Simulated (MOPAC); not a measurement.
MOPAC input (MNDO):

```
MNDO PRECISE GNORM=0.05 LET XYZ GEO-OK AUX(PRECISION=9) THREADS=1
ClCs

Cs   -0.00000000 1   -0.00000000 1   -0.69879311 1
Cl    0.00000000 1    0.00000000 1    2.26080125 1
```

**Question.** What heat of formation does the run end on?

**Answer.** -67.24 kcal/mol.
